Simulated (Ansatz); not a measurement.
C$_{2}$H$_{2}$Cl (SMILES C=[C-]Cl), charge -1, singlet, at a GFN2-xTB geometry (a gas-phase anion, which may not be bound at this level); BLYP/cc-pVDZ in Ansatz (a first-principles code).

The Ansatz input:
Ansatz 0.2 input:
```yaml
crystal:
  periodic: [false, false, false]
  atoms:
    - {symbol: C, position_ang: [-0.11782134, 0.97244023, 0.00402460]}
    - {symbol: C, position_ang: [1.20949826, 1.06784053, 0.01132795]}
    - {symbol: Cl, position_ang: [-0.59700984, -0.85895942, -0.00717248]}
    - {symbol: H, position_ang: [1.97685805, 0.28124257, 0.01154024]}
    - {symbol: H, position_ang: [1.62224777, 2.07938296, 0.01827654]}
basis:
  gaussian:
    orbitals: cc-pVDZ
hamiltonian:
  xc: blyp
total_charge: -1
scf: {lower_state_search: light}
```

Problem. Write the output that Ansatz gives for this input, abridged.

Solution. 
```
Functional definition: BLYP
740 factors; their error is unknown
mean field evaluation 1: about -14621.9524 eV, gradient 4.1e1 eV
mean field evaluation 2: about -14611.1859 eV, gradient 7.0e1 eV
mean field evaluation 4: about -14626.3018 eV, gradient 1.0e1 eV
mean field evaluation 8: about -14626.5448 eV, gradient 1.8e-1 eV
mean field evaluation 16: about -14626.5449 eV, gradient 3.3e-5 eV
mean field -14626.54490428 eV, -537.5156110039 hartree, gradient 3.3e-5 eV, S^2 0.000000; 0 other end points of the search recorded, 0 dependent functions left out
reference -14626.54515768 eV, -537.5156203163 hartree; 16, 16 occupied and 40, 40 virtual orbitals, 740 factors
Total energy: -14626.54515768 eV, -537.5156203163 hartree
```
